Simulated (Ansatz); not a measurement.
Z-matrix (Å, degrees):
```
Si
Si 1 2.331
Cl 1 2.063 2 107.5
H 1 1.483 2 110.3 3 118.4
H 1 1.484 2 112.6 3 -118.7
O 2 1.674 1 115.4 3 -167.5
C 2 1.813 1 120.9 3 -111.2
H 2 1.483 1 116.2 3 51.0
H 7 1.088 2 120.8 1 160.9
H 7 1.088 2 122.0 1 2.2
```

Total charge 0; spin multiplicity 1.

Problem. List the r2SCAN/def2-TZVPP orbital energies in eV (Ansatz). (An estimate is asked.)

Solution. Computed: Occupied: -2753.58, -1792.22, -1791.65, -516.00, -274.39, -254.97, -193.51, -193.37, -193.36, -142.61, -142.09, -97.53, -97.43, -97.42, -96.99, -96.94, -96.92, -26.89, -21.71, -16.90, -14.53, -12.99, -11.89, -11.23, -10.29, -9.99, -9.81, -9.15, -8.17, -7.87, -6.95, -6.73. Lowest empty: -2.00, -0.99, -0.10, 0.50, 0.70, 1.44, 2.11, 2.26.
